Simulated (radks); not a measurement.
Values are calculated unless marked as measured or tabulated.
Q: The xenon ion Xe37+, 17 electrons, occupied as [Ne] 3s2 3p5. Code: a radial shooting solver on a logarithmic mesh with Libxc functionals. Model: Dirac Kohn-Sham, PBE, spin-unpolarised, spherical densities, finite nucleus; open shells are shared between the two j in proportion to 2j + 1; Fermi nuclear charge, rms radius 4.7859 fm. Some entries of the table are withheld. Estimate them.

orbital     occ.  eigenvalue (eV)  r(max) (bohr)
1s1/2          2        -36446.15        0.01715
2s1/2          2        -7380.993        0.09664
2p1/2          2        -7079.337        0.07403
2p3/2          4        -6748.227        0.07883
3s1/2          2        -2794.576         0.2630
3p1/2    1.66667              (1)         0.2478
3p3/2    3.33333              (2)         0.2566
3d3/2          0              (3)            (4)
3d5/2          0              (5)            (6)
4s1/2          0        -1444.965            (7)
4p1/2          0        -1397.609            (8)
4p3/2          0        -1367.710            (9)
4f5/2          0             (10)         0.3977
4f7/2          0             (11)         0.3992

A: 
(1) 3p1/2 eigenvalue (eV): -2682.952
(2) 3p3/2 eigenvalue (eV): -2602.748
(3) 3d3/2 eigenvalue (eV): -2437.687
(4) 3d3/2 r(max) (bohr): 0.2011
(5) 3d5/2 eigenvalue (eV): -2418.782
(6) 3d5/2 r(max) (bohr): 0.2036
(7) 4s1/2 r(max) (bohr): 0.5316
(8) 4p1/2 r(max) (bohr): 0.5236
(9) 4p3/2 r(max) (bohr): 0.5364
(10) 4f5/2 eigenvalue (eV): -1236.701
(11) 4f7/2 eigenvalue (eV): -1234.096
